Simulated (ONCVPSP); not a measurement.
# Before and after: ONCV potential for Al (Z = 13)

ONCVPSP 4.0.1 input, shortened (lines: element, Z, core and valence counts, functional; n l f; lmax; l rc ep ncon nbas qcut; lloc lpopt rc5 dvloc0; l nproj debl; icmod fcfact rcfact), PBE, scalar-relativistic:

```
  Al 13.00    3    2        4      upf
    1    0    2.00
    2    0    2.00
    2    1    6.00
    3    0    2.00
    3    1    0.50
    1
    0    1.85    0.00    4    8    3.40
    1    2.15    0.00    5    8    4.10
    4    5    1.50    0.00
    0    2    0.50
    1    1    3.60
    1    0.25    0.00
```

Change: s: rc 2.44.

Cutoffs: the cutoffs (Ha) at which the residual kinetic energy of the hardest occupied pseudo-wave falls to 1 and 0.1 mHa per electron; they do not see the model core or the augmentation charge, which bear on the density cutoff. Errors are all-electron minus pseudo energies relative to the spin-unpolarised reference configuration.

What does the change do?

The potential gets softer (5.5 Ha and 18 Ha → 4.5 Ha and 6.4 Ha); of the 4 tests that both files solve, the error grows in 1 and shrinks in 1 by more than 15 % and 0.3 meV (median size 2.1 → 3.6 meV); neither file shows a bound ghost. A larger radius leaves more room for a smooth pseudo-wave, so fewer plane waves are needed.

| quantity | base | changed |
| --- | --- | --- |
| cutoff, loose | 5.5 Ha | 4.5 Ha |
| cutoff, tight | 18 Ha | 6.4 Ha |
| loose cutoff by channel | s 5.5 Ha, p 2.2 Ha | s 4.5 Ha, p 2.2 Ha |
| bound ghosts | none | none |
| GHOST(+) flags under 300 eV | s at 57.8 eV | s at 57.7 eV |
| error for 3s2 3p1, meV [ΔE -2.09 eV] | +0.3 | +0.3 |
| error for 3s2 3p0, meV [ΔE 3.68 eV] | +0.2 | +0.2 |
| error for 3s1 3p0, meV [ΔE 22.90 eV] | +21 | +6.9 |
| error for 3s0 3p3, meV [ΔE 8.37 eV] | +3.8 | -29 |
| p: phases at 2.18 bohr within 0.05 rad from the reference energy up to (Ha; the scan ends near 5) | 1.1 | 1.1 |
| rms error of d²Exc/dni dnj with the model core, mHa | 1.12 | 0.69 |
